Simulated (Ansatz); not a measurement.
Input:

```yaml
crystal:
  periodic: [false, false, false]
  atoms:
    - { symbol: Al, position_ang: [0.117363, 0.664857, -0.37785] }
    - { symbol: O, position_ang: [-0.229982, 0.036875, 2.499227] }
    - { symbol: Si, position_ang: [-1.498428, -0.641003, 3.378289] }
    - { symbol: H, position_ang: [-2.260089, -1.563365, 2.490867] }
    - { symbol: H, position_ang: [-0.963893, -1.407481, 4.538792] }
    - { symbol: H, position_ang: [-2.392902, 0.451373, 3.865265] }
    - { symbol: H, position_ang: [1.494419, -0.054543, -0.656125] }
    - { symbol: H, position_ang: [-1.323634, 0.194219, -0.821257] }
    - { symbol: S, position_ang: [0.172013, 2.720358, 0.538378] }
    - { symbol: H, position_ang: [1.518107, 2.747897, 0.707497] }
    - { symbol: H, position_ang: [-0.194374, 1.023613, 2.473717] }
basis:
  gaussian: { orbitals: def2-SVP }
hamiltonian:
  xc: b3lyp
  dispersion: d4
relax:
  f_tol: 0.03
  max_steps: 50
output:
  orbitals: {}
```

Run as:

```bash
$ ansatz run input.yaml --threads 2 --pin off --max-ram 3072MiB --backend cpu --events-out ev --progress --plain --runs-dir out
```

Hardware: 2 threads of Arm Neoverse V1 (shared host).

Q: Roughly how long does this run take, and how much memory?

A: 45 s, with a peak of 0.23 GiB, for 16 ionic steps.
